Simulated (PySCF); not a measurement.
B2F3, charge +1, multiplicity 1. Atoms are numbered in the order given.

```xyz
5

F      0.0000     0.0000     2.2950
B      0.0000     0.0000     1.0744
B      0.0000     0.0000    -0.6957
F      0.0000    -1.1550    -1.2527
F      0.0000     1.1550    -1.2527
```
Charge +1, spin multiplicity 1.

Geometry: PBE0-D3(BJ)/def2-SVP. The multiplicity is an assumed one; other spin states were not compared. The isomer is the one that the SMILES or the coordinates give; other isomers of the formula were not compared. Other conformers were not sampled.

Calculation: PBE0/pcSseg-2 run with PySCF.

GIAO shieldings, no solvent; atoms alike by connectivity are averaged. δ = σ(ref) − σ: ¹⁹F against CFCl3 (σ = 165.8 ppm); ¹¹B against BF3 (σ = 88.8 ppm), references at their B3LYP-D3(BJ)/def2-TZVP geometries, non-relativistic.

| nucleus | atoms | count | δ (ppm) |
|---|---|---|---|
| ¹⁹F | F1 | 1 | 0.8 |
| ¹⁹F | F4, F5 | 2 | -24.1 |
| ¹¹B | B2 | 1 | 7.1 |
| ¹¹B | B3 | 1 | 3.0 |
